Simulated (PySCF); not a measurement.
**Mayer bond orders and bond lengths**

C3H8F2Si3.
SMILES with atom numbers: `[CH:1]#[C:2][C:3]([F:4])([F:5])[SiH2:6][SiH2:7][SiH3:8]` (hydrogens: H9 on C1; H10, H11 on Si6; H12, H13 on Si7; H14, H15, H16 on Si8)

Geometry (GFN2-xTB, Å), atoms numbered from 1 in this order:
```
atom  x, y, z in Å
C1    -3.5177   -1.4162   -1.2067
C2    -2.4818   -0.8609   -0.9765
C3    -1.2283   -0.2223   -0.6668
F4    -0.3275   -0.4074   -1.6989
F5    -1.3854    1.1476   -0.6003
Si6   -0.3843   -0.8303    0.9887
Si7    1.5418    0.4571    1.1497
Si8    2.3873    1.3176   -0.8406
H9    -4.4254   -1.9031   -1.4061
H10   -1.4757   -0.6862    1.9605
H11   -0.2609   -2.2727    0.7469
H12    1.2507    1.5241    2.1253
H13    2.5213   -0.3882    1.8582
H14    2.6143    0.2567   -1.8221
H15    1.4863    2.3132   -1.4172
H16    3.6776    1.9799   -0.6152
```

Bond orders from the PBE0/pcSseg-1 density (PySCF). Geometry: GFN2-xTB, one conformer, isolated molecule.

**Question.** Where do the orders between heavy atoms depart from those drawn in the SMILES?

**Answer.** The largest departure is 0.583, at C1–C2 (drawn triple, 2.417). Drawn single, order below 0.88: C3–Si6 (0.806) and Si6–Si7 (0.867). Drawn double or triple, more than 0.30 short of the drawn order: C1–C2 (2.417).

**Question.** Give the Mayer order of every bond, beside its length.

**Answer.** 
```
   bond  drawn as  length (Å)  Mayer order
  C1–C2    triple       1.198        2.417
  C2–C3    single       1.440        0.980
  C3–F4    single       1.382        0.881
  C3–F5    single       1.381        0.885
 C3–Si6    single       1.955        0.806
Si6–Si7    single       2.322        0.867
Si7–Si8    single       2.327        0.894
  C1–H9    single       1.049        1.141
Si6–H10    single       1.468        0.937
Si6–H11    single       1.468        0.937
Si7–H12    single       1.475        0.923
Si7–H13    single       1.475        0.918
Si8–H14    single       1.463        0.934
Si8–H15    single       1.461        0.936
Si8–H16    single       1.468        0.925
```

By pair of heavy elements: C–C: lowest C2–C3 (0.980, 1.440 Å), highest C1–C2 (2.417, 1.198 Å). C–F: all 2 within 0.02 of one another (0.881 to 0.885). Si–Si: lowest Si6–Si7 (0.867, 2.322 Å), highest Si7–Si8 (0.894, 2.327 Å); in 1 of the 1 pairs the longer bond (by over 0.003 Å) has the higher order (by 0.02 or more).

**Question.** Sum the orders of all bonds at each heavy atom with more than one neighbour and set the sums beside the valence in the SMILES.

**Answer.** C1 3.558 (drawn 4), C2 3.397 (drawn 4), C3 3.552 (drawn 4), Si6 3.547 (drawn 4), Si7 3.602 (drawn 4), Si8 3.689 (drawn 4). Orders between atoms that aren't bonded are not in these sums.

Mayer orders depend on the basis set.
